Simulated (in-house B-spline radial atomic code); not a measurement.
The numbers below are computed, except where a source is named.
**Two electrons in Si: a Gaussian well −V exp(−r²/w²) with V = 254 meV and w = 27.4 nm**

For Si the NSM archive of the Ioffe Institute lists m_l = 0.98 m0, m_t = 0.19 m0 and ε = 11.7; the model takes one isotropic valley with the conductivity mass 3/(1/m_l + 2/m_t) = 0.26 m0, and so misses anisotropy and the other valleys. All triplets below are those of one valley; with several valleys two electrons can form a triplet in the 1s orbital itself, at an energy set by the valley splitting.

Effective-mass model with parabolic bands, a uniform dielectric constant, no image charges, no central-cell or spin-orbit terms. Two-electron levels come from full CI in B-splines with partial waves to l = 5 (up to 0.001 effective hartree above the limit).

Question: What are the effective units, and what is the potential in them?

Answer: Ha* = 27211.386 meV × 0.26/11.7² = 51.68 meV and a* = 0.0529177 nm × 11.7/0.26 = 2.381 nm. V = 4.92 Ha* and w = 11.5 a*.

In these units the lowest s and p orbitals lie at -4.517972 and -4.254783, and their Coulomb and exchange integrals are J_ss = 0.409899, J_sp = 0.339819 and K_sp = 0.06756. Full CI gives -8.686562 for the ground singlet, -8.516751 for the sp triplet, -8.425737 for the sp singlet and -8.266162 for the lowest triplet of two s orbitals.

Question: What does it cost to add the second electron, to first order and exactly?

Answer: To first order E = 2ε_s + J_ss = -8.626044, so the charging energy E(2) − 2E(1) is J_ss = 21.19 meV. CI gives -8.686562 − 2 × (-4.517972) = 0.349381, or 18.06 meV: relaxation and correlation lower it by 3.128 meV, 14.8 % of J_ss. The s² configuration of one-electron orbitals holds 91.7 % of the state, and the mean radius is 5.91 nm. The second electron is bound by ε_s − E = 215.4 meV, against 233.5 meV for the first.

Question: How far above the singlet do the triplets lie?

Answer: To first order the sp triplet lies at ε_s + ε_p + J_sp − K_sp = -8.500499, which is 6.489 meV above 2ε_s + J_ss. CI gives -8.516751 − (-8.686562) = 0.169811, or 8.776 meV, 65 % of the orbital spacing of 13.6 meV. The ss triplet lies 21.73 meV up, so the lower of the two is the sp one, and its gap equals k_BT at 102 K. The sp singlet-triplet splitting is 4.704 meV, against 2K_sp = 6.984 meV.
